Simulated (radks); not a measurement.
Problem. Species: Ge IV. Configuration: [Ar] 3d10 4s1. Calculated with a radial shooting solver on a logarithmic mesh with Libxc functionals: non-relativistic Kohn-Sham, PBEsol, spin-unpolarised, spherical densities, point nucleus. Some entries of the table are withheld. Estimate them.

| orbital | occ. | eigenvalue (Ry) | r(max) (bohr) |
|---|---|---|---|
| 1s | 2 | -795.8910 | 0.03160 |
| 2s | 2 | -100.6812 | (1) |
| 2p | 6 | -89.93563 | 0.1427 |
| 3s | 2 | (2) | 0.5519 |
| 3p | 6 | -10.87776 | 0.5472 |
| 3d | 10 | -4.68692 | 0.5016 |
| 4s | 1 | (3) | (4) |
| 4p | 0 | (5) | (6) |

Solution. 
(1) 2s r(max) (bohr): 0.1796
(2) 3s eigenvalue (Ry): -14.43645
(3) 4s eigenvalue (Ry): -2.92140
(4) 4s r(max) (bohr): 1.644
(5) 4p eigenvalue (Ry): -2.19383
(6) 4p r(max) (bohr): 1.872
